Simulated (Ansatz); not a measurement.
Program: Ansatz. Geometries: PBE0-D4/def2-TZVP. ΔE: electronic, gas phase. CCSD(T)/CBS is the MP2 limit (def2-TZVPP, def2-QZVPP) plus CCSD(T) − MP2 in def2-TZVPP, frozen cores. Functionals use def2-TZVPP. B3LYP here is the variant with VWN-RPA as its local correlation; programs differ in this. HSE06 is defined as in plane-wave codes. For Ti, Zn outer-core shells are correlated without core-valence functions, which leaves a few kJ/mol of doubt a bond. Scalar relativity is left out up to krypton. Each species was taken in one conformer, which may not be the lowest.

Reaction (redistribution): `[NH2][Ti]([OH])([Cl])[Cl]` + `[NH2][Zn][OH]` → `[OH][Ti]([OH])([Cl])[Cl]` + `[NH2][Zn][NH2]`

| level | ΔE (kJ/mol) | difference from CCSD(T)/CBS |
| --- | --- | --- |
| B3LYP-D4 | -25.4 | -4.5 |
| r2SCANh-D4 | -28.2 | -7.3 |
| PBE | -28.6 | -7.7 |
| r2SCAN0 | -28.2 | -7.3 |
| HSE06 | -27.8 | -6.9 |
| BHLYP | -26.9 | -6.0 |
| CAM-B3LYP | -29.1 | -8.2 |
| CCSD(T)/def2-TZVPP | -24.1 | -3.2 |
| MP2/def2-QZVPP | -21.7 | -0.8 |
| MP2/CBS(def2) | -20.8 | 0.1 |
| CCSD(T)/CBS | -20.9 | 0 |

Largest T1 diagnostic among the species: 0.024, so the coupled-cluster value is less sure than usual.

At CCSD(T), def2-SVP lies −6.7 kJ/mol from the extrapolated value and def2-TZVPP −3.2 kJ/mol. Leaving LDA and LC-ωPBE aside and taking each functional with its dispersion term where it has one, the values, not all of them listed here, spread over 3.3 kJ/mol, from r2SCAN-D4 to BLYP-D4. LDA lies −4.2 kJ/mol from PBE without D4.
